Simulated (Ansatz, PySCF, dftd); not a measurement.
Species: CH2N, charge 0, doublet. CH2N (SMILES C=[N], doublet).
B3LYP-D3(BJ)/def2-TZVP minimum from Ansatz (a first-principles code):
```xyz
4

N      0.6782     0.2132     0.1933
C     -0.4611    -0.1449    -0.1314
H     -0.6437    -1.1146    -0.6137
H     -1.3376     0.4917     0.0492
```
Charge 0, spin multiplicity 2.

Wanted: enthalpy of formation at 298 K (by atomisation, with ideal-gas terms from PySCF's Hessian at B3LYP-D3(BJ)/def2-TZVP and the atoms' measured values of the G2/97 table; no spin-orbit terms), in kcal/mol. UHF or UKS for unpaired electrons; spin-orbit terms are left out. Cores are frozen in correlated methods. Rows without X2C or -DK are non-relativistic. CBS(X,Y): correlation extrapolated as X^-3, Hartree-Fock from the larger set (Q,5: extrapolated as (X+1)exp(-9√X)). A bracket is a step between two methods taken in the basis named. The functionals are non-relativistic, so their misses hold any scalar relativity. 'core' is core correlation in cc-pwCVTZ, 'X2C' scalar relativity in cc-pVTZ-DK, both at CCSD(T). Where a partner has so few electrons that a lower coupled-cluster level is exact, that level stands in. The UHF reference of CH2N (C=[N], doublet) is spin-contaminated (<S^2> up to 0.18 over the pure value in the sets run).

Compared with CCSD(T)/CBS(cc-pVQZ,cc-pV5Z) + [CCSDT(Q) - CCSD(T)]/cc-pVTZ + [CCSDTQ - CCSDT(Q)]/cc-pVDZ + core + X2C (Ansatz): 57.2 kcal/mol.

Costs are rough ratios of core time, to one figure, on one kind of shared machine, summed over the single points of the molecules; atoms, geometries and frequencies are left out. The first row took roughly 1 core seconds; short runs hold start-up time.

```json
[
 {"level": "PBE0-D4/def2-TZVPD", "program": "Ansatz + dftd4", "cost relative to the first row": "1", "difference (kcal/mol)": "-3.7"},
 {"level": "r2SCAN/def2-TZVPD", "program": "Ansatz", "cost relative to the first row": "2", "difference (kcal/mol)": "-1.8"},
 {"level": "wB97X-V/def2-TZVPD", "program": "Ansatz", "cost relative to the first row": "3", "difference (kcal/mol)": "-2.3"},
 {"level": "CCSD(T)/cc-pVQZ", "program": "Ansatz", "cost relative to the first row": "40", "difference (kcal/mol)": "5.9"},
 {"level": "CCSD(T)/CBS(cc-pVTZ,cc-pVQZ)", "program": "Ansatz", "cost relative to the first row": "40", "difference (kcal/mol)": "1.9"},
 {"level": "CCSD(T)/CBS(cc-pVTZ,cc-pVQZ) + core + X2C", "program": "Ansatz", "cost relative to the first row": "80", "difference (kcal/mol)": "0.7"},
 {"level": "CCSDTQ/cc-pVDZ", "program": "Ansatz", "cost relative to the first row": "1000", "difference (kcal/mol)": "31.8"}
]
```

The dearest row costs roughly 1000 times the first. Costs within a factor of two don't rank. The table holds for this case alone.
